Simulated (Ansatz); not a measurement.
Gas-phase reaction R1 + R2 → P1 + P2, each structure at its B3LYP-D3(BJ)/def2-TZVP stationary point, reached from a drawn start (curvature not checked).
R1, SiCl4 (SMILES Cl[Si](Cl)(Cl)Cl) (charge 0, multiplicity 1):
| atom | x (Å) | y (Å) | z (Å) |
|---|---|---|---|
| Si | 0.0000 | 0.0000 | 0.0000 |
| Cl | 1.7711 | 0.9606 | -0.2670 |
| Cl | -0.0480 | -1.6676 | -1.1609 |
| Cl | -0.1967 | -0.5281 | 1.9528 |
| Cl | -1.5265 | 1.2351 | -0.5249 |
P1: Cl4Ti (SMILES [Cl][Ti]([Cl])([Cl])[Cl]), charge 0, multiplicity 1.
R2: Cl3FTi (SMILES [F][Ti]([Cl])([Cl])[Cl]), charge 0, multiplicity 1.
P2, Cl3FSi (SMILES F[Si](Cl)(Cl)Cl) (charge 0, multiplicity 1):
```xyz
5

Si    -0.0347    -0.0218     0.0513
Cl     0.5484    -1.6192    -1.0486
Cl    -1.2202     1.2025    -1.0429
Cl     1.5755     0.9860     0.7536
F     -0.8691    -0.5473     1.2865
```

P less R. No zero-point or thermal terms; no spin–orbit coupling.

Cores are frozen in the correlated methods.

Run with Ansatz (Gaussian orbitals). All values are computed, each at the level named.

Total energies in hartree:

```csv
structure,PBE/def2-TZVPP,PBE0/def2-TZVPP,CCSD(T)/def2-QZVPP
R1,-2129.674109,-2129.849609,-2128.327099
P1,-2689.652430,-2689.793874,-2687.888196
R2,-2329.427757,-2329.529995,-2327.902700
P2,-1769.457690,-1769.595872,-1768.356546
```

**Question.** Work out the reaction energy at each level in meV (1 hartree = 27211.38625 meV), and say how far PBE/def2-TZVPP lies from CCSD(T)/def2-QZVPP.

**Answer.** 
- PBE/def2-TZVPP: (-2689.652430) + (-1769.457690) − (-2129.674109) − (-2329.427757) = -0.008254 hartree = -224.6 meV
- PBE0/def2-TZVPP: (-2689.793874) + (-1769.595872) − (-2129.849609) − (-2329.529995) = -0.010142 hartree = -276.0 meV
- CCSD(T)/def2-QZVPP: (-2687.888196) + (-1768.356546) − (-2128.327099) − (-2327.902700) = -0.014943 hartree = -406.6 meV
PBE/def2-TZVPP less CCSD(T)/def2-QZVPP: 182.0 meV. CCSD(T)/def2-QZVPP is the level counted from, the highest shown, and no exact or measured value.

Ansatz is a quantum-chemistry and plane-wave program.
